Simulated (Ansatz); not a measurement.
Consider the formal exchange of groups at a C–O bond: `COB(Cl)OC` + `C[S][GeH]([F])[F]` → `C[S][Ge]([CH3])([F])[F]` + `COB(O)Cl`.

Gas-phase electronic energies from Ansatz, PBE0-D4/def2-TZVP geometries. CCSD(T)/CBS is the MP2 limit (def2-TZVPP, def2-QZVPP) plus CCSD(T) − MP2 in def2-TZVPP, frozen cores. This one scheme is used for every species. Functionals use def2-TZVPP. For Ge outer-core shells are correlated without core-valence functions, which leaves a few kJ/mol of doubt a bond. Scalar relativity is left out up to krypton. One conformer a species, not always the lowest.

Problem. Is it downhill or uphill in electronic energy at CCSD(T)/CBS, and by how much? (Best estimate.)

Solution. The calculation gave: Downhill: ΔE = -1.10 eV.

Problem. What do these levels give: PBE-D4, B2PLYP, PBE, PBE0, HF/def2-TZVPP, MP2/CBS(def2)? (An estimate is asked.)

Solution. Ansatz gave: PBE-D4 -1.04, B2PLYP -1.03, PBE -1.02, PBE0 -1.05, HF/def2-TZVPP -0.92, MP2/CBS(def2) -1.17 eV.

Largest T1 diagnostic among the species: 0.012.

In def2-TZVPP, CCSD(T) changes the Hartree–Fock value by −0.15 eV (the triples alone add −0.01 eV) and MP2 by −0.23 eV.
